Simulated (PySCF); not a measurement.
# Frontier orbitals and the lowest excitations

Compound: C4H14P2Si2.
Z-matrix (Å and degrees, PBE0-D3(BJ)/def2-SVP geometry), rows numbered from 1:
```
C 
C   1  1.5316
C   2  1.5300  1  110.58
C   2  1.5286  1  109.87  3   122.39
Si  2  1.9069  1  106.77  3  -118.12
P   5  2.2891  2  111.31  1   -68.60
Si  6  2.2818  5   79.56  2  -125.61
P   7  2.2820  6  100.56  5     3.93
H   1  1.1025  2  111.67  3   177.85
H   1  1.1043  2  110.17  3   -62.92
H   1  1.1017  2  111.88  3    56.66
H   3  1.1020  2  111.83  1  -179.19
H   3  1.1020  2  111.86  1   -58.20
H   3  1.1043  2  110.32  1    61.33
H   4  1.1015  2  112.05  1  -179.20
H   4  1.1022  2  111.76  1    59.45
H   4  1.1040  2  110.14  1   -59.92
H   5  1.4969  2  109.69  1    54.83
H   6  1.4286  5   94.93  2   140.84
H   7  1.4938  6  111.66  5  -114.20
H   7  1.4944  6  112.31  5   123.12
H   8  1.4312  5   92.58  2    31.38
```

Method used: TDDFT CAM-B3LYP/def2-SVPD, vertical, gas phase, core orbitals frozen in the response (PySCF 2.14.0, density-fitted response routines).

Kohn–Sham orbitals with the atoms that hold most of them (Löwdin shares over 4%, at most four atoms; ? is withheld):

```tsv
orbital	ε (eV)	atoms
HOMO-3	-9.75	P8 28%, Si5 20%, P6 12%, Si7 11%
HOMO-2	-9.69	P6 33%, P8 27%, Si7 11%, Si5 8%
HOMO-1	-8.68	?
HOMO	-7.83	?
LUMO	?	Si7 20%, P8 18%, P6 17%, Si5 14%
LUMO+1	0.52	Si7 23%, P6 20%, Si5 14%, P8 13%
LUMO+2	0.67	Si7 22%, P8 18%, Si5 12%, P6 9%
```

(1) Give the leading atoms of the HOMO-1.

(2) Which atoms hold the HOMO, and with what shares?

(3) What is the LUMO energy, and the HOMO–LUMO gap?

## Answers

(1) Si5 (bonded to C, 2 P and H) 17%; C2 (bonded to 3 C and Si) 15%; P6 (bonded to 2 Si and H) 15%; P8 (bonded to 2 Si and H) 15%. By element: phosphorus 30%, silicon 17% or more, carbon 15% or more.

(2) P6 (bonded to 2 Si and H) 37%; P8 (bonded to 2 Si and H) 37%; Si5 (bonded to C, 2 P and H) 8%; Si7 (bonded to 2 P and 2 H) 8%. By element: phosphorus 74%, silicon 15%.

(3) ε(LUMO) = 0.35 eV; the gap is 8.18 eV (0.3006 hartree).

Task: The HOMO–LUMO gap is 8.18 eV. Where does the response calculation put the lowest singlet, and from which orbitals?

Result: S1 is at 5.04 eV (f = 0.0002), 3.14 eV below the gap, made of HOMO→LUMO (86%). Without the coupling terms of the response equations the lowest excitation would equal the gap.

Task: Give energy, strength and leading configuration of S1, S2 and S5, and follow the Löwdin shares of the leading atoms from the occupied to the empty orbital.

Result: 
- S1 (5.04 eV, f 0.0002), HOMO→LUMO (86%): P6 37% → 17%, P8 37% → 18%, Si7 8% → 20%
- S2 (5.15 eV, f 0.0003), HOMO→LUMO+1 (78%): P6 37% → 20%, P8 37% → 13%, Si7 8% → 23%
- S5 (5.97 eV, f 0.0040), HOMO-1→LUMO+1 (76%): Si5 17% → 14%, C2 15% → at most 14%, Si7 at most 15% → 23%, P6 15% → 20%

The run took 11 min (with the writing of density and orbital grids) on one thread, Arm Neoverse N1 (aarch64), shared host with 64 logical CPUs at a one-minute load of 56, and the process peaked at 1.4 GiB of memory.
